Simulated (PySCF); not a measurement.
Radial density of Sc (scandium, neutral)

CAM-B3LYP, [Ar] 3d2 4s1, high-spin 4F determinant (an excited configuration). Calculation: PySCF 2.14, in ANO-RCC-VTZP; scalar relativity by spin-free X2C-1e.

```
r (bohr)  4πr²ρ (e/bohr)  4πr²(ρα − ρβ)
 0.00131          0.1677         0.0001
 0.00220          0.4302         0.0001
 0.00370           1.081         0.0003
 0.00622           2.616         0.0008
  0.0105           5.949         0.0018
  0.0176           12.10         0.0036
  0.0296           20.29         0.0055
  0.0498           24.86         0.0042
  0.0838           20.54        -0.0019
   0.141           19.35         0.0029
   0.237           26.32         0.0448
   0.399           14.90         0.1790
   0.671           7.222         0.5946
    1.13           8.246         0.8602
    1.90           2.321         0.7525
    3.19          0.6453         0.5959
    5.37          0.1727         0.1726
    9.03        0.006791         0.0067
    15.2       1.774e-05         0.0000
```

Densities and radii are taken from the X2C orbitals without a picture-change correction, which distorts them close to the nucleus.
